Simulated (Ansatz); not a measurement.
`BN(C)[SiH2][SiH3]` + HI → `CI` + `BN[SiH2][SiH3]`  (substitution at a C–N bond)

Calculated with Ansatz (gas phase, PBE0-D4/def2-TZVP geometries, no zero-point term in ΔE). CCSD(T)/CBS is the MP2 limit (def2-TZVPP, def2-QZVPP) plus CCSD(T) − MP2 in def2-TZVPP, frozen cores. Functionals use def2-TZVPP. Elements past krypton have def2 core potentials. For I outer-core shells are correlated without core-valence functions, which leaves a few kJ/mol of doubt a bond. Each species was taken in one conformer, which may not be the lowest.

`BN(C)[SiH2][SiH3]`:

Cartesian coordinates in Å:
```
B 0.802 0.991 1.096
N 0.134 0.872 -0.121
C -0.069 2.017 -1.001
Si -0.514 -0.658 -0.695
Si -0.121 -2.404 0.807
H 0.944 0.020 1.787
H 1.225 2.058 1.441
H 0.371 2.909 -0.554
H 0.398 1.850 -1.977
H -1.135 2.200 -1.167
H 0.094 -0.958 -2.024
H -1.977 -0.488 -0.935
H -0.774 -2.146 2.117
H 1.334 -2.624 1.009
H -0.712 -3.638 0.217
```

HI:

Cartesian coordinates in Å:
```
I 0.517 0.613 0.071
H -0.517 -0.613 -0.071
```

`CI`:

Z-matrix (Å, degrees):
```
C
I 1 2.129
H 1 1.086 2 107.7
H 1 1.086 2 107.7 3 120.0
H 1 1.086 2 107.7 3 -120.0
```

`BN[SiH2][SiH3]`:

```xyz
12

B     1.963    0.149   -1.305
N     1.007   -0.579   -0.589
Si    0.207   -0.090    0.890
Si   -2.090    0.218    0.539
H     2.315    1.214   -0.886
H     2.411   -0.303   -2.320
H     0.731   -1.471   -0.978
H     0.397   -1.139    1.931
H     0.851    1.168    1.340
H    -2.329    1.324   -0.427
H    -2.689   -1.029   -0.016
H    -2.774    0.539    1.821
```

CCSD(T)/CBS gives -27.6 kJ/mol.

**Question.** Another level gave -7.7 kJ/mol. Which?
A. PBE-QIDH/def2-TZVPP
B. LDA (SPW92)/def2-TZVPP
C. CAM-B3LYP-D4/def2-TZVPP
D. BHLYP/def2-TZVPP

**Answer.** B. LDA (SPW92) -7.7, PBE-QIDH -24.4, CAM-B3LYP-D4 -20.3, BHLYP -29.6 kJ/mol.

Largest T1 diagnostic among the species: 0.013.

At CCSD(T), def2-SVP lies +25.8 kJ/mol from the extrapolated value and def2-TZVPP +6.0 kJ/mol. The D4 term adds +7.9 kJ/mol with B3LYP and +4.5 kJ/mol with PBE0; it sums over pairs of atoms, weighted by their polarisabilities, and B3LYP, whose exchange is more repulsive, gets the larger term. From BLYP to BHLYP (50 % exact exchange), in def2-TZVPP and without D4, ΔE moves by +6.0 kJ/mol.

B3LYP here is the variant with VWN-RPA as its local correlation; programs differ in this.
